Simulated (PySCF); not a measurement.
**VF₃, triplet: computed properties**

Level of theory: UPBE0/[V def2-SVP, F def2-SVP], no relativity, density fitting, PySCF.

The structure is a minimum.

- Point group: C2v
- Bond lengths: V–F 1.720 Å, V–F 1.733 Å (×2)
- Bond angles: F–V–F 110.9°, F–V–F 124.5° (×2)
- Enthalpy at 298.15 K above 0 K: 15.87 kJ/mol
- Zero-point energy: 16.0 kJ/mol
- Entropy at 298.15 K and 1 bar (electronic part: spin only): 316.4 J/(mol K)
- Atomisation energy without zero-point energy: 1643 kJ/mol
- Principal quadrupole moments (Buckingham, traceless) about the centre of mass: -4.69, -3.32, 8.00 D Å
- Lowest empty level (α): -3.31 eV
- Spin squared ⟨S²⟩: 2.009
- Principal polarisabilities: 16.6, 24.8, 25.1 bohr³
- Heat capacity Cp at 298.15 K: 66.5 J/(mol K)
- Rotational symmetry number: 2
- Highest occupied level (α): -7.81 eV
- Rotational constants: 0.2177, 0.1819, 0.09909 cm⁻¹
- Dipole moment: 0.69 D

Harmonic modes (masses in u: V 50.944, F 18.998):
```json
{"symmetry": "b2", "ω (cm⁻¹)": "102", "IR (km/mol)": "37.9", "μ (u)": "21.98", "type": "bend"}
{"symmetry": "b1", "ω (cm⁻¹)": "127", "IR (km/mol)": "47.8", "μ (u)": "28.38", "type": "bend"}
{"symmetry": "a1", "ω (cm⁻¹)": "201", "IR (km/mol)": "9.6", "μ (u)": "20.64", "type": "bend"}
{"symmetry": "a1", "ω (cm⁻¹)": "696", "IR (km/mol)": "1.2", "μ (u)": "19.00", "type": "stretch"}
{"symmetry": "b2", "ω (cm⁻¹)": "718", "IR (km/mol)": "254", "μ (u)": "23.60", "type": "stretch"}
{"symmetry": "a1", "ω (cm⁻¹)": "826", "IR (km/mol)": "240", "μ (u)": "25.38", "type": "stretch"}
```

In C2v the vibrations span 2b2 + b1 + 3a1. Here b1 is antisymmetric to the molecular plane and b2 lies in it.

Charges (e):
```csv
atom,Mulliken,Löwdin,polar tensor,spin (Mulliken),Mayer order to V1
V1,1.27,0.66,2.11,2.04,–
F2,-0.42,-0.21,-0.70,-0.04,0.98
"F3,4",-0.43,-0.23,-0.71,0.00,0.96
```

Mulliken populations on V1: s 6.25, p 12.33, d 3.13, f 0.03.

Formally V is in oxidation state +3, d2, with 2 unpaired electrons (the high-spin count). The Mulliken spin on V is 2.04. The polar-tensor charge on V, 2.11, is below the formal one.

Other isomers or separated fragments may lie lower. With open d or f shells other occupations or spin states may lie lower.

The final relaxation and frequency run took 77 s on 2 threads of a shared Arm Neoverse N1 host, with 73 basis functions and 13 gradients; the process peaked at 0.89 GiB. Launch command: `OMP_NUM_THREADS=2 python axn.py task.json out`.
